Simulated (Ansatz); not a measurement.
Frontier orbitals of AlBH4S2 (`[AlH2][S]BS`).

Cartesian coordinates in Å:
```
Al 0.2150 1.0654 -1.3302
S 1.4841 -0.3012 -0.1824
B 0.4778 -1.0845 1.1000
S -1.2427 -0.9083 1.5192
H -1.3210 1.2525 -0.9970
H 0.9399 1.8376 -2.4981
H 1.0627 -1.8587 1.7941
H -1.6158 -0.0028 0.5944
```

Charge 0, multiplicity 1. All single points use the PBE0-D4/def2-TZVP geometry. It is one conformer, not always the lowest. Basis def2-TZVPP, Ansatz 0.2.0.

```csv
functional,HOMO (eV),LUMO (eV),gap (eV)
PBE,-6.61,-2.81,3.80
revPBE,-6.56,-2.70,3.86
B97M-V,-6.97,-2.65,4.32
PBE0,-7.72,-2.02,5.70
B3LYP,-7.46,-2.20,5.26
r2SCANh,-7.29,-2.26,5.03
r2SCAN0,-7.90,-1.86,6.04
ωB97M-V,-9.79,-0.33,9.46
HF,-10.24,0.84,11.08
```

Against PBE, PBE0 changes HOMO and LUMO by −1.11 and +0.78 eV, ωB97M-V by −3.18 and +2.48 eV. A gap of 3.80 eV thus becomes 9.46 eV for the same molecule, so an orbital gap means little without its functional.

B3LYP here is the variant with VWN-RPA as its local correlation; programs differ in this.
